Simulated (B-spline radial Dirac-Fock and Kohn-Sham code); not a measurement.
**Tb³⁰⁺: eigenvalues, ΔSCF and the reference**

System: the Tb³⁰⁺ ion, [Ar] 3d10 4s2 4p5.

The density-functional columns are spherical, spin-unpolarised Dirac-Kohn-Sham results without Breit or QED terms: −ε is minus the orbital energy of the initial state and ΔSCF the difference of two total energies. The reference in the last column comes from Dirac-Fock (average of configuration) total-energy differences with a finite nucleus, the Breit interaction including its frequency dependence, and self-energy and vacuum-polarisation corrections. All numbers are from a radial B-spline solver, in eV; a selection of levels is shown. For the 1s level of heavy atoms much of the gap between ΔSCF and the reference is the Breit and QED part, -227.8 eV here; for other levels the error of the functional can be larger.

```
level   LDA −ε  LDA ΔSCF  Dirac-Fock
   1s  52855.7   53346.5     53132.0
   2s   9679.9    9787.7      9845.5
2p1/2   9260.1    9391.2      9386.4
   3s   2961.4    3006.8      3052.3
3p1/2   2780.5    2827.8      2855.4
3d3/2   2313.5    2364.3      2364.3
3d5/2   2278.6    2328.6      2330.2
   4s   1312.1    1335.5      1341.4
   4p   1205.9    1228.7      1225.2
```

Values without a named source are computed, but for edge energies of neutral atoms, which are taken from tables.
